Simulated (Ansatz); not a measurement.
`N[B]([SiH3])[GeH3]`, relaxed with RKS PBE-D4/def2-SVP in the Gaussian-basis code of Ansatz from a rough embedded geometry. The force threshold is 0.03 eV/Å; the program also tests the step.

The species carries charge 0 and has multiplicity 1.

Start:

```xyz
12

N    -0.411   -0.664   -1.653
B    -0.027   -0.116   -0.355
Si    1.082    1.454   -0.283
Ge   -0.561   -1.048    1.389
H    -1.080   -1.508   -1.520
H    -1.033    0.043   -2.180
H     2.388    1.097    0.432
H     0.447    2.484    0.473
H     1.450    1.927   -1.663
H    -0.090   -2.456    1.374
H    -2.159   -0.977    1.420
H    -0.006   -0.235    2.566
```

```json
{"step": "1", "energy (eV)": "-66664.9704", "largest force (eV/Å)": "2.403", "largest move (Å)": "0.000"}
{"step": "2", "energy (eV)": "-66665.5022", "largest force (eV/Å)": "1.874", "largest move (Å)": "0.195"}
{"step": "3", "energy (eV)": "-66665.8386", "largest force (eV/Å)": "1.718", "largest move (Å)": "0.200"}
{"step": "4", "energy (eV)": "-66665.9295", "largest force (eV/Å)": "0.556", "largest move (Å)": "0.200"}
{"step": "5", "energy (eV)": "-66665.9603", "largest force (eV/Å)": "0.218", "largest move (Å)": "0.200"}
{"step": "6", "energy (eV)": "-66665.9920", "largest force (eV/Å)": "0.096", "largest move (Å)": "0.121"}
{"step": "7", "energy (eV)": "-66665.9965", "largest force (eV/Å)": "0.034", "largest move (Å)": "0.086"}
{"step": "8", "energy (eV)": "-66665.9968", "largest force (eV/Å)": "0.194", "largest move (Å)": "0.174"}
{"step": "9", "energy (eV)": "-66666.0004", "largest force (eV/Å)": "0.081", "largest move (Å)": "0.035"}
{"step": "10", "energy (eV)": "-66666.0045", "largest force (eV/Å)": "0.018", "largest move (Å)": "0.101"}
{"step": "11", "energy (eV)": "-66666.0072", "largest force (eV/Å)": "0.210", "largest move (Å)": "0.196"}
{"step": "12", "energy (eV)": "-66666.0113", "largest force (eV/Å)": "0.093", "largest move (Å)": "0.048"}
{"step": "13", "energy (eV)": "-66666.0159", "largest force (eV/Å)": "0.025", "largest move (Å)": "0.097"}
{"step": "14", "energy (eV)": "-66666.0167", "largest force (eV/Å)": "0.179", "largest move (Å)": "0.192"}
{"step": "15", "energy (eV)": "-66666.0196", "largest force (eV/Å)": "0.078", "largest move (Å)": "0.032"}
{"step": "16", "energy (eV)": "-66666.0211", "largest force (eV/Å)": "0.022", "largest move (Å)": "0.048"}
{"step": "17", "energy (eV)": "-66666.0220", "largest force (eV/Å)": "0.053", "largest move (Å)": "0.092"}
{"step": "18", "energy (eV)": "-66666.0224", "largest force (eV/Å)": "0.040", "largest move (Å)": "0.037"}
{"step": "19", "energy (eV)": "-66666.0228", "largest force (eV/Å)": "0.021", "largest move (Å)": "0.036"}
```

End:

```xyz
12

N    -0.878   -0.379   -1.482
B    -0.168   -0.061   -0.322
Si    1.266    1.369   -0.367
Ge   -0.622   -1.085    1.427
H    -1.619   -1.084   -1.520
H    -0.710    0.075   -2.384
H     2.590    0.844    0.134
H     0.896    2.535    0.519
H     1.492    1.917   -1.761
H     0.587   -1.919    1.945
H    -1.809   -2.081    1.224
H    -1.025   -0.131    2.588
```

Hardware: 4 threads of an Arm Neoverse V1 on a shared host. Wall time 27 s, peak host memory 0.17 GiB.
